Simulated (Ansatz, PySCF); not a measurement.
Breaking a bond: Al(Me)2(H), SMILES [CH3][AlH][CH3]. The Al1–C7 bond (Al1 also carries C, H; C7 carries H, H, H) is stretched with both fragments frozen at the PBE0/def2-SVP optimised geometry.

UMP2/3-21G = unrestricted MP2 (frozen core)/3-21G run with PySCF 2.14.0; RKS-M06-2X/6-31G* = restricted M06-2X/6-31G*, spherical d (PySCF); RKS-CAM-B3LYP = restricted CAM-B3LYP/cc-pVDZ (Ansatz, a first-principles code); RMP2/3-21G = restricted MP2 (frozen core)/3-21G (PySCF).

Energies are in mEh, each relative to the lowest point of its own curve near equilibrium.

```tsv
R / Å	UMP2/3-21G	RKS-M06-2X/6-31G*	RKS-CAM-B3LYP	RMP2/3-21G
1.62	68.8	53.0	52.1	68.8
1.71	35.3	24.8	24.6	35.3
1.82	11.8	6.6	6.7	11.8
1.91	2.7	___	0.8	2.7
1.96	0.6	0.0	0.0	0.6
2.01	0.0	0.6	___	0.0
2.09	1.7	3.9	3.6	1.7
2.20	8.0	11.6	10.9	8.0
2.37	22.8	27.8	26.4	22.8
2.56	42.7	48.6	46.3	42.7
2.85	83.3	80.3	76.9	73.6
3.19	116.3	113.5	109.3	105.5
3.64	131.7	149.1	144.2	138.0
4.13	___	178.3	173.1	161.2
4.76	___	204.2	199.5	___
5.65	___	225.3	222.1	163.4
```

Question: Fill in the missing entries.

Answer: 
- 1.91, RKS-M06-2X/6-31G*: 0.7
- 2.01, RKS-CAM-B3LYP: 0.5
- 4.13, UMP2/3-21G: 136.9
- 4.76, UMP2/3-21G: 138.9
- 4.76, RMP2/3-21G: 173.5
- 5.65, UMP2/3-21G: 139.7

The unrestricted determinant behind UMP2/3-21G is spin-contaminated at 2.85 to 5.65 Å (<S²> up to 1.0, against 0.00 for a pure singlet). The restricted form behind RKS-M06-2X/6-31G*, RKS-CAM-B3LYP, RMP2/3-21G keeps the bonding electrons paired and can't separate into open-shell fragments.
